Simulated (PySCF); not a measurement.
**Phosphorus: a sound run and one with changed settings**

Sound run: P⁺ [Ne] 3s2 3p2, P²⁺ [Ne] 3s2 3p1. All numbers are calculated (PySCF 2.14, scalar relativity by spin-free X2C-1e, in cc-pVTZ-DK). In the sound run the correlated levels freeze [Ne]. The sound run starts from symmetry-adapted Hartree-Fock orbitals and uses a fine grid where one is needed.

Changed run: a valence shell is frozen. This setting is unsound on purpose.

```
species   method  sound run (hartree)  changed run (hartree)  converged
     P⁺      MP2           -341.22986             -341.17397        yes
     P⁺  CCSD(T)           -341.25208             -341.17672        yes
```

Ionisation energy of P⁺:

| method | sound run (eV) | changed run (eV) |
| --- | --- | --- |
| UHF | 19.151 | 19.151 |
| MP2 | 19.598 | 19.328 |
| SCS-MP2 | 19.508 | 19.210 |
| CCSD | 19.636 | 19.403 |
| CCSD(T) | 19.670 | 19.403 |
| CCSDT | n/a | 19.403 |
| FCI | n/a | 19.403 |

Freezing a valence shell removes pair correlation that changes on ionisation.

For comparison, NIST gives 19.769 eV between the lowest levels.
